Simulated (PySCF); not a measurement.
Isomers C5H8F2O2Si:

A. SMILES CCC(=O)/C(=C/F)O[SiH2]F
B. `F[C@]1(C=O)O[C@@H](F)CC[SiH2]1`
C. `C(/C(C)=O)=C(\O[SiH3])C(F)F`
D. `O=COC1(C(F)F)C[SiH2]C1`
E. `CC(=O)O[SiH2]C/C(F)=C\F`

Spectrum 1. $^{1}$H NMR (400 MHz, computed): δ 9.88 (m, 1H), 6.12 (m, 1H), 4.37 (m, 1H), 4.03 (m, 1H), 2.38 (m, 1H), 2.35 (m, 1H), 1.29 (m, 1H), 1.16 (m, 1H). $^{13}$C{$^{1}$H} NMR (computed): δ 201.3 (CH), 116.4 (C), 111.3 (CH), 29.2 (CH2), -1.1 (CH2).

Spectrum 2. $^{1}$H NMR (400 MHz, computed): δ 7.82 (m, 1H), 5.17 (m, 2H), 2.87 (q, 2H), 1.17 (t, 3H). $^{13}$C{$^{1}$H} NMR (computed): δ 204.3 (C), 151.7 (CH), 141.1 (C), 36.8 (CH2), 8.7 (CH3).

Spectrum 3. $^{1}$H NMR (400 MHz, computed): δ 7.94 (s, 1H), 7.23 (m, 1H), 4.63 (m, 1H), 4.44 (m, 1H), 2.27 (m, 2H), 1.83 (m, 2H). $^{13}$C{$^{1}$H} NMR (computed): δ 165.3 (CH), 119.3 (CH), 82.9 (C), 20.6 (CH2).

Spectrum 4. $^{1}$H NMR (400 MHz, computed): δ 8.64 (m, 1H), 6.00 (m, 1H), 5.15 (s, 3H), 2.30 (s, 3H). $^{13}$C{$^{1}$H} NMR (computed): δ 201.2 (C), 166.6 (C), 115.2 (CH), 115.0 (CH), 35.4 (CH3).

Spectrum 5. $^{1}$H NMR (400 MHz, computed): δ 7.51 (m, 1H), 5.01 (t, 2H), 2.34 (m, 2H), 2.19 (s, 3H). $^{13}$C{$^{1}$H} NMR (computed): δ 177.7 (C), 162.1 (C), 148.5 (CH), 23.7 (CH3), 16.3 (CH2).

PySCF 2.14.0 with density-fitted response routines calculation with GIAO PBE0/pcSseg-1 shieldings and coordinates at the GFN2-xTB level; equivalent nuclei averaged, no relativistic terms, single conformer, isolated molecule.

Chemical shifts δ = σref − σ; $^{1}$H (σ = 31.72 ppm), $^{13}$C (σ = 186.93 ppm) vs TMS, all at this level. Splittings of carbon signals by F and P are missing where no couplings were computed. Where no couplings were computed, multiplicities follow the n + 1 count of equivalent neighbours, and m marks all less simple cases (inequivalent or close neighbours, rings, F or P nearby). Shifts are as computed. Against solution values, carbons near 30 ppm lie about +3 ppm off and those near 130 ppm about +5 ppm. Of 1309 compounds with measured shifts, 239 miss one by over three times the rms of a fit or turn the order of signals round; such compounds aren't used in these exercises.

**Question.** Which spectrum belongs to which compound?

**Answer.** 1–B, 2–A, 3–D, 4–C, 5–E.

- Spectrum 1 (B): 5 $^{13}$C signals; δC 201.3 is an aldehyde carbonyl carbon; δC 116.4 is a fully substituted sp3 carbon bonded to F and O and Si, α to a carbonyl.
- Spectrum 2 (A): 5 $^{13}$C signals; δC 204.3 is a ketone carbonyl carbon; δC 151.7 is a β carbon of a C=C–C=O unit.
- Spectrum 3 (D): 4 $^{13}$C signals; δC 165.3 is an ester carbonyl carbon; δC 119.3 is an sp3 CH bonded to 2 F.
- Spectrum 4 (C): 5 $^{13}$C signals; δC 201.2 is a ketone carbonyl carbon; δC 166.6 is an alkene carbon bearing oxygen.
- Spectrum 5 (E): 5 $^{13}$C signals; δC 162.1 is a fully substituted alkene carbon; δC 148.5 is an alkene CH.
